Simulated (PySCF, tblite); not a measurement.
Parent: `[CH:1]#[C:2][c:3]1[cH:4][n:5][n:6]([CH2:7][CH3:8])[n:9]1` with N5–N6–C7–C8 89°, C6H7N3.

The geometries are computed with GFN2-xTB (gas phase). One conformer each, not checked by frequencies here.

```
coordinate of the parent    value
                   C1≡C2  1.200 Å
                   C2–C3  1.405 Å
                   C3–C4  1.409 Å
                   C4–N5  1.321 Å
                   N5–N6  1.312 Å
                   N6–C7  1.434 Å
                   C7–C8  1.526 Å
                   N6–N9  1.307 Å
                   C3–N9  1.334 Å
                C1–C2–C3   178.6°
                C2–C3–C4   128.4°
                C2–C3–N9   124.3°
                C4–C3–N9   107.3°
                C3–C4–N5   107.9°
                C4–N5–N6   104.9°
                N5–N6–C7   122.4°
                N5–N6–N9   115.2°
                C7–N6–N9   122.4°
                N6–C7–C8   110.8°
                C3–N9–N6   104.7°
```

Question: In one relative the bonds that all share with the parent change as follows (parent's numbers): C3–C4 -0.008, C4–N5 +0.002, N5–N6 -0.004, N6–C7 +0.001, C7–C8 -0.001, N6–N9 +0.004, C3–N9 -0.005 Å. Which is it?
A. `[CH3:1][CH2:2][n:3]1[n:4][cH:5][c:6]([Cl:7])[n:8]1` with C1–C2–N3–N4 93°
B. `[CH:1]#[C:2][c:3]1[n:4][n:5]([CH2:6][CH3:7])[n:8][c:9]1[C:10]#[CH:11]` with N4–N5–C6–C7 -89°

Answer: A. The changes in all of them (Å):

```json
{"SMILES": "CCn1ncc(Cl)n1", "C3–C4": "-0.008", "C4–N5": "+0.002", "N5–N6": "-0.004", "N6–C7": "+0.001", "C7–C8": "-0.001", "N6–N9": "+0.004", "C3–N9": "-0.005"}
{"SMILES": "C#Cc1nn(CC)nc1C#C", "C3–C4": "+0.014", "C4–N5": "+0.010", "N5–N6": "-0.003", "N6–C7": "0.000", "C7–C8": "0.000", "N6–N9": "+0.002", "C3–N9": "-0.003"}
```

Atoms are paired thus: CCn1ncc(Cl)n1: C3 = C6, C4 = C5, N5 = N4, N6 = N3, C7 = C2, C8 = C1, N9 = N8; C#Cc1nn(CC)nc1C#C: C1 = C1, C2 = C2, C3 = C3, C4 = C9, N5 = N8, N6 = N5, C7 = C6, C8 = C7, N9 = N4.
